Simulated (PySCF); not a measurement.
Relaxation of singlet [SbH4]+

Computed with PBE0/[Sb def2-TZVP with ECP28, H def2-TZVP], scalar-relativistic core potentials, density fitting, no spin–orbit coupling, PySCF. A (50,194) grid was used.

A hand-made tetrahedral start, of Td symmetry, held to at least that symmetry:

```xyz
5
charge 1 multiplicity 1, angstrom
Sb    0.0000    0.0000    0.0000
H     1.3763   -0.0001    0.9732
H    -1.3763    0.0000    0.9732
H     0.0000    1.3763   -0.9732
H     0.0000   -1.3763   -0.9732
```

Optimiser trace:
```
step  E − E(last) (kJ/mol)  largest gradient (Eh/bohr)
   0                  1.39                     0.00533
   1                  0.13                     0.00164
   2                  0.00                     0.00008
   3                  0.00                     0.00000
```

It ends at Td with Sb–H 1.665 Å (×4); H–Sb–H 109.5° (×6). A frequency run shows a minimum. Other isomers or separated fragments may lie lower.

Final geometry:
Coordinates in bohr (charge 1 multiplicity 1):
```
Sb    0.0000    0.0000    0.0000
H     2.5684   -0.0001    1.8161
H    -2.5684    0.0000    1.8161
H     0.0000    2.5684   -1.8161
H     0.0000   -2.5683   -1.8162
```

The relaxation took of the order of 16 core-seconds on a shared host.
